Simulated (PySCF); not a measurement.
# From a computed spectrum to the compound

A species of 8 atoms with charge 0 has these harmonic modes (PBE0, small Gaussian bases with core potentials, PySCF 2.14.0):

```json
{"cm⁻¹": "51", "km/mol": "33.2", "symmetry": "a1"}
{"cm⁻¹": "53", "km/mol": "4.9", "symmetry": "e"}
{"cm⁻¹": "53", "km/mol": "4.9", "symmetry": "e"}
{"cm⁻¹": "70", "km/mol": "5.0", "symmetry": "e"}
{"cm⁻¹": "70", "km/mol": "5.0", "symmetry": "e"}
{"cm⁻¹": "115", "km/mol": "0.0", "symmetry": "a2"}
{"cm⁻¹": "301", "km/mol": "7.6", "symmetry": "a1"}
{"cm⁻¹": "310", "km/mol": "1.4", "symmetry": "a1"}
{"cm⁻¹": "331", "km/mol": "89.7", "symmetry": "e"}
{"cm⁻¹": "331", "km/mol": "89.7", "symmetry": "e"}
{"cm⁻¹": "533", "km/mol": "53.9", "symmetry": "e"}
{"cm⁻¹": "533", "km/mol": "53.9", "symmetry": "e"}
{"cm⁻¹": "1211", "km/mol": "156.7", "symmetry": "a1"}
{"cm⁻¹": "1628", "km/mol": "25.6", "symmetry": "e"}
{"cm⁻¹": "1628", "km/mol": "25.6", "symmetry": "e"}
{"cm⁻¹": "3488", "km/mol": "37.6", "symmetry": "a1"}
{"cm⁻¹": "3609", "km/mol": "52.1", "symmetry": "e"}
{"cm⁻¹": "3609", "km/mol": "52.1", "symmetry": "e"}
```

Q: Which species is it, and in which structure?

A: PrCl3(NH3) (singlet in the valence; each metal's 4f electrons, 2 of them, lie in its core potential, out of spins and levels):
```xyz
8

Pr    0.0636   -0.0636    0.0636
Cl    1.2079    1.9579    1.2079
Cl   -1.9579   -1.2079    1.2079
Cl    1.2079   -1.2079   -1.9579
N    -1.4274    1.4274   -1.4274
H    -2.0375    2.0375   -0.8790
H    -0.8790    2.0375   -2.0375
H    -2.0375    0.8790   -2.0375
```
Ideal gas at 298.15 K and 1 bar: S = 439.9 J/(mol K), Cp = 121.1 J/(mol K), H − H(0 K) = 27.8 kJ/mol (rigid rotor, harmonic modes, spin degeneracy alone, that of the 4f electrons in the core included; the modes under 60 cm⁻¹ make these uncertain). An lcecp potential fixes the number of 4f electrons, so in runs with it no electron can move into or out of that shell.
 This is one of several that fit.
